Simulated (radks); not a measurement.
Results of a calculation; reference values are marked as such.
Spherical quantum dot in the effective-mass picture: electrons in a parabolic well V = omega^2 r^2 / 2 with omega = 0.349, all in effective atomic units (hartree* = m*/eps^2 hartree, bohr* = eps/m* bohr), one dielectric constant everywhere. Level of theory: non-relativistic Kohn-Sham, PBE, spin-polarised, spherical densities (a radial shooting solver with Libxc functionals). Levels are named by radial order and angular momentum (1s, 1p, 1d, 2s, ...), and open shells are averaged over m. Results are scaled to m* = 0.149 and eps = 10.4, for which hartree* = 37.49 meV and bohr* = 3.694 nm.

N = 8, configuration 1s2 1p6. This is the lowest configuration that the search found. Occupied and some empty levels:

| level | occupation | eigenvalue (meV) | <r> (nm) |
|---|---|---|---|
| 1s | 2 | 102.12 | 10.15 |
| 1p | 6 | 108.54 | 12.33 |
| 1d | 0 | 116.24 | 13.93 |
| 2s | 0 | 118.94 | 12.00 |
| 1f | 0 | 124.89 | 15.27 |

Energy (meV): total 539.616, kinetic 69.564, external 204.99, Hartree 337.28, exchange-correlation -72.211.

Electron density:

| r (nm) | n(r) (e/nm^3) |
|---|---|
| 1.12 | 0.0003978 |
| 2.36 | 0.0004388 |
| 3.60 | 0.0004993 |
| 4.85 | 0.0005656 |
| 6.09 | 0.0006217 |
| 7.34 | 0.0006535 |
| 8.58 | 0.0006505 |
| 9.82 | 0.0006089 |
| 11.1 | 0.0005326 |
| 12.3 | 0.0004321 |
| 13.6 | 0.0003229 |
| 14.8 | 0.0002205 |
| 16.0 | 0.0001371 |
| 17.3 | 0.00007749 |
| 18.5 | 0.00004009 |
| 19.8 | 0.00001905 |
| 21.0 | 8.272e-06 |
| 22.3 | 3.271e-06 |
| 23.5 | 1.178e-06 |
| 24.7 | 3.889e-07 |
